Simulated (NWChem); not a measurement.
System: CH$_{5}$ISi; SMILES C[SiH2]I

Output (shortened):

```
             Northwest Computational Chemistry Package (NWChem) 7.3.0
             --------------------------------------------------------

 CS  symmetry detected

                             Geometry "geometry" -> ""
                             -------------------------

 Output coordinates in angstroms (scale by  1.889725989 to convert to a.u.)

  No.       Tag          Charge          X              Y              Z
 ---- ---------------- ---------- -------------- -------------- --------------
    1 Si                  14.0000     0.63097961    -1.47736498     0.00000000
    2 C                    6.0000    -0.89404169    -2.57796872     0.00000000
    3 I                   53.0000    -0.05284016     0.90494335     0.00000000
    4 H                    1.0000     1.47201225    -1.69512782    -1.22524800
    5 H                    1.0000     1.47201225    -1.69512782     1.22524800
    6 H                    1.0000    -1.51312174    -2.38797493     0.89890500
    7 H                    1.0000    -0.58671682    -3.64487017     0.00000000
    8 H                    1.0000    -1.51312174    -2.38797493    -0.89890500

 Effective nuclear repulsion energy (a.u.)     299.1928357046

      Symmetry information
      --------------------

 Group name             Cs
 Group number              2
 Group order               2
 No. of unique centers     6

                                 NWChem DFT Module
                                 -----------------

 Summary of "ao basis" -> "ao basis" (spherical)
 ------------------------------------------------------------------------------
       Tag                 Description            Shells   Functions and Types
 ---------------- ------------------------------  ------  ---------------------
 Si                         def2-svp                 8       18   4s3p1d
 C                          def2-svp                 6       14   3s2p1d
 I                          def2-svp                10       26   4s4p2d
 H                          def2-svp                 3        5   2s1p

      Symmetry analysis of basis
      --------------------------

        a'         55
        a"         28

            General Information
            -------------------
          SCF calculation type: DFT
          Wavefunction type:  closed shell.
          No. of atoms     :     8
          No. of electrons :    50
           Alpha electrons :    25
            Beta electrons :    25
          Charge           :     0
          Spin multiplicity:     1
          Use of symmetry is: on ; symmetry adaption is: on
          Maximum number of iterations: 150
          AO basis - number of functions:    83
                     number of shells:    39
          Convergence on energy requested:  1.00D-06
          Convergence on density requested:  1.00D-05
          Convergence on gradient requested:  5.00D-04

              XC Information
              --------------
                          M06 Method XC Functional
                     Hartree-Fock (Exact) Exchange  0.270
                           M06 Exchange Functional  1.000
                         M06 Correlation Potential  1.000

             Grid Information
             ----------------
          Grid used for XC integration:  medium
          Radial quadrature: Mura-Knowles
          Angular quadrature: Lebedev.
          Tag              B.-S. Rad. Rad. Pts. Rad. Cut. Ang. Pts.
          ---              ---------- --------- --------- ---------
          Si                  1.10       88           9.0       590
          C                   0.70       49          10.0       434
          I                   1.40      123          12.0       590
          H                   0.35       45          12.0       434
          Grid pruning is: on
          Number of quadrature shells:   395
          Spatial weights used:  Erf1

      Superposition of Atomic Density Guess
      -------------------------------------

 Sum of atomic energies:        -675.98686978

      Non-variational initial energy
      ------------------------------

 Total energy =    -626.595739
 1-e energy   =   -1310.071337
 2-e energy   =     513.112939
 HOMO         =      -0.336158
 LUMO         =       0.036517

      Symmetry analysis of molecular orbitals - initial
      -------------------------------------------------

  Numbering of irreducible representations:

     1 a'          2 a"

  Orbital symmetries:

     1 a'          2 a'          3 a'          4 a'          5 a'
     6 a'          7 a"          8 a'          9 a"         10 a'
    11 a'         12 a'         13 a"         14 a'         15 a"
    16 a'         17 a'         18 a'         19 a"         20 a'
    21 a"         22 a'         23 a'         24 a'         25 a"
    26 a'         27 a'         28 a'         29 a"         30 a'
    31 a'         32 a"         33 a'         34 a'         35 a"

     ---------------------------------------------
      Total Density - Mulliken Population Analysis
     ---------------------------------------------

    Atom       Charge   Shell Charges
 -----------   ------   -------------------------------------------------------
    1 Si  14    13.33   2.00  1.99  0.99  0.26  5.93  1.00  1.00  0.16
    2 C    6     6.58   1.99  0.96  0.29  2.09  1.23  0.01
    3 I   25    25.38   1.83  0.22  1.23  0.67  2.92  3.13  2.66  2.69  9.82  0.19
    4 H    1     1.07   0.69  0.36  0.01
    5 H    1     1.07   0.69  0.36  0.01
    6 H    1     0.86   0.65  0.19  0.03
    7 H    1     0.86   0.64  0.19  0.03
    8 H    1     0.86   0.65  0.19  0.03

   convergence    iter        energy       DeltaE   RMS-Dens  Diis-err
 ---------------- ----- ----------------- --------- --------- ---------
 d= 0,ls=0.0,diis     1   -628.2052432341 -7.99D+02  1.03D-02  2.47D-01
 d= 0,ls=0.0,diis     2   -628.2145521858 -9.31D-03  6.78D-03  1.48D-01
 d= 0,ls=0.0,diis     3   -628.2350646123 -2.05D-02  1.73D-03  1.49D-02
 d= 0,ls=0.0,diis     4   -628.2377471259 -2.68D-03  2.71D-04  3.25D-04
 d= 0,ls=0.0,diis     5   -628.2377853781 -3.83D-05  1.66D-04  6.15D-05
  Resetting Diis
 d= 0,ls=0.0,diis     6   -628.2377952782 -9.90D-06  2.03D-05  2.12D-06
 d= 0,ls=0.0,diis     7   -628.2377956331 -3.55D-07  4.75D-06  2.57D-08

         Total DFT energy =     -628.237795633116
      One electron energy =    -1312.423761306563
           Coulomb energy =      564.244050691890
    Exchange-Corr. energy =      -50.420744549752
 Nuclear repulsion energy =      170.362659531309

 Numeric. integr. density =       50.000007011788

                  Occupations of the irreducible representations
                  ----------------------------------------------

                     irrep           alpha         beta
                     --------     --------     --------
                     a'               18.0         18.0
                     a"                7.0          7.0

                       DFT Final Molecular Orbital Analysis
                       ------------------------------------

 Vector   23  Occ=2.000000D+00  E=-3.334714D-01  Symmetry=a'
              MO Center=  9.4D-02,  5.1D-03, -9.8D-14, r^2= 3.9D+00
   Bfn.  Coefficient  Atom+Function         Bfn.  Coefficient  Atom+Function
  ----- ------------  ---------------      ----- ------------  ---------------
    44      0.465820  3 I  py                47      0.351517  3 I  py
     9     -0.241383  1 Si py                41     -0.190025  3 I  py
    12     -0.164766  1 Si py                38     -0.155236  3 I  py
    23      0.147653  2 C  py                43     -0.147405  3 I  px
    35      0.130657  3 I  s                  6      0.127666  1 Si py

 Vector   24  Occ=2.000000D+00  E=-2.702985D-01  Symmetry=a'
              MO Center= -4.0D-02,  6.6D-01,  2.1D-14, r^2= 2.7D+00
   Bfn.  Coefficient  Atom+Function         Bfn.  Coefficient  Atom+Function
  ----- ------------  ---------------      ----- ------------  ---------------
    43      0.549214  3 I  px                46      0.528044  3 I  px
    40     -0.226752  3 I  px                37     -0.184016  3 I  px
    44      0.162178  3 I  py                47      0.161813  3 I  py
    21      0.123292  2 C  s                 23      0.089947  2 C  py
    22      0.076287  2 C  px                41     -0.067232  3 I  py

 Vector   25  Occ=2.000000D+00  E=-2.696831D-01  Symmetry=a"
              MO Center=  3.9D-02,  7.0D-01, -3.9D-14, r^2= 2.6D+00
   Bfn.  Coefficient  Atom+Function         Bfn.  Coefficient  Atom+Function
  ----- ------------  ---------------      ----- ------------  ---------------
    45      0.574755  3 I  pz                48      0.552577  3 I  pz
    42     -0.237129  3 I  pz                39     -0.192440  3 I  pz
    60      0.106193  4 H  s                 65     -0.106193  5 H  s
    59      0.102106  4 H  s                 64     -0.102106  5 H  s
    10     -0.051224  1 Si pz                15      0.044731  1 Si d -1

 Vector   26  Occ=0.000000D+00  E=-1.309046D-02  Symmetry=a'
              MO Center=  3.6D-01, -4.9D-01, -5.3D-16, r^2= 4.9D+00
   Bfn.  Coefficient  Atom+Function         Bfn.  Coefficient  Atom+Function
  ----- ------------  ---------------      ----- ------------  ---------------
    12      0.937736  1 Si py                47      0.831787  3 I  py
     4      0.562796  1 Si s                 36     -0.539168  3 I  s
     3      0.445172  1 Si s                  9      0.308138  1 Si py
    44      0.270767  3 I  py                46     -0.257220  3 I  px
    35     -0.230301  3 I  s                  2      0.208642  1 Si s

[...]
```

Level: M06/def2-SVP with def2 effective core potentials on I. All runs use the structure optimised with PBE-D3(BJ)/def2-SVP. def2 effective core potentials on I; no spin-orbit coupling.

**Question.** Reconstruct the input file.

**Answer.** Several could match; the one computed here: the input that was run:
```
start job
memory heap 200 mb stack 900 mb global 1100 mb
geometry units angstroms noautoz
  Si     0.612721    -1.448728     0.000000
  C     -0.924555    -2.532149     0.000000
  I     -0.044322     0.941104     0.000000
  H      1.451257    -1.675915    -1.225248
  H      1.451257    -1.675915     1.225248
  H     -1.541464    -2.335220     0.898905
  H     -0.629222    -3.602432     0.000000
  H     -1.541464    -2.335220    -0.898905
end
basis spherical
  Si library def2-svp
  C library def2-svp
  I library def2-svp
  H library def2-svp
end
ecp
  I library def2-ecp
end
dft
  xc m06
  iterations 150
  mulliken
end
task dft energy
```
